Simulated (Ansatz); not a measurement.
Gas-phase electronic energies from Ansatz, PBE0-D4/def2-TZVP geometries. CCSD(T)/CBS is the MP2 limit (def2-TZVPP, def2-QZVPP) plus CCSD(T) − MP2 in def2-TZVPP, frozen cores. This one scheme is used for every species. Functionals use def2-TZVPP. B3LYP here is the variant with VWN-RPA as its local correlation; programs differ in this. Elements past krypton have def2 core potentials. For Te outer-core shells are correlated without core-valence functions, which leaves a few kJ/mol of doubt a bond. One conformer a species, not always the lowest.

Reaction (formal exchange of groups at a Te–Al bond): `N[SiH2][AlH][TeH]` + `C[SiH3]` → `C[SiH2][TeH]` + `N[SiH2][AlH2]`

(1) Is it downhill or uphill in electronic energy at CCSD(T)/CBS, and by how much? (An estimate is asked.)

(2) What do these levels give: PBE-D4, ωB97X-V, PBE, r2SCAN, PBE0, B3LYP, HF/def2-TZVPP, SCS-MP2/def2-TZVPP, HF/def2-QZVPP, MP2/def2-QZVPP, MP2/CBS(def2), CCSD/CBS(def2)? (Estimate.)

Largest T1 diagnostic among the species: 0.012.

Answers

(1) The calculation gave: Uphill: ΔE = +0.68 eV.

(2) Computed: PBE-D4 0.69, ωB97X-V 0.64, PBE 0.71, r2SCAN 0.72, PBE0 0.70, B3LYP 0.70, HF/def2-TZVPP 0.70, SCS-MP2/def2-TZVPP 0.69, HF/def2-QZVPP 0.69, MP2/def2-QZVPP 0.68, MP2/CBS(def2) 0.68, CCSD/CBS(def2) 0.67 eV.
